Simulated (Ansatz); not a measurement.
Method: frozen-core CCSD(T)/def2-TZVPP // PBE0-D4/def2-TZVP in Ansatz (a first-principles code).

Ansatz 0.2 input:
```yaml
crystal:
  periodic: [false, false, false]
  atoms:
    - { symbol: N, position_ang: [-1.683932, 0.458741, 0.358066] }
    - { symbol: C, position_ang: [-0.350812, 0.58352, 0.21177] }
    - { symbol: O, position_ang: [0.247738, 1.610358, 0.504275] }
    - { symbol: Si, position_ang: [0.75614, -0.837268, -0.472045] }
    - { symbol: O, position_ang: [2.239534, -0.154845, -0.434409] }
    - { symbol: H, position_ang: [-2.216475, 1.234607, 0.721142] }
    - { symbol: H, position_ang: [-2.164623, -0.38825, 0.114912] }
    - { symbol: H, position_ang: [0.663915, -2.041336, 0.394691] }
    - { symbol: H, position_ang: [0.340191, -1.213908, -1.848504] }
    - { symbol: H, position_ang: [2.168323, 0.748379, -0.090904] }
basis:
  gaussian: { orbitals: def2-TZVPP }
correlation:
  method: ccsd_t
```

Output:

```
Functional definition: HF
1426 factors; integrals over basis functions are off by at most 9.5e-4 eV
mean field evaluation 1: about -14527.0019 eV, gradient 5.2e1 eV
mean field evaluation 2: about -14527.2914 eV, gradient 5.2e1 eV
mean field evaluation 4: about -14532.5715 eV, gradient 5.2e0 eV
mean field evaluation 8: about -14532.6729 eV, gradient 6.0e-1 eV
mean field evaluation 16: about -14532.6751 eV, gradient 6.4e-6 eV
mean field -14532.67511007 eV, -534.0659596942 hartree, gradient 6.4e-6 eV, S^2 0.000000; 0 other end points of the search recorded, 0 dependent functions left out
9 core orbitals not correlated
reference -14532.67511007 eV, -534.0659596942 hartree; 15, 15 occupied and 212, 212 virtual orbitals, 1426 factors
second order -26.08051401 eV of doubles, -0.00000000 eV of singles
cycle   1  -25.92267766 eV  change    1.6e-1 eV  update   1.3e-1
cycle   2  -26.57732856 eV  change   -6.5e-1 eV  update   4.1e-2
cycle   3  -26.75893783 eV  change   -1.8e-1 eV  update   2.2e-2
cycle   4  -26.74466775 eV  change    1.4e-2 eV  update   6.3e-3
cycle   5  -26.73757678 eV  change    7.1e-3 eV  update   3.2e-3
cycle   6  -26.73955808 eV  change   -2.0e-3 eV  update   1.1e-3
cycle   7  -26.73930178 eV  change    2.6e-4 eV  update   4.0e-4
cycle   8  -26.73901849 eV  change    2.8e-4 eV  update   1.4e-4
cycle   9  -26.73905760 eV  change   -3.9e-5 eV  update   6.5e-5
cycle  10  -26.73908493 eV  change   -2.7e-5 eV  update   2.3e-5
perturbative correction -1.09358295 eV, -0.0401884321 hartree
Total energy: -14560.50777795 eV, -535.0887913730 hartree
```

Cost: around 6 core-minutes (rough).
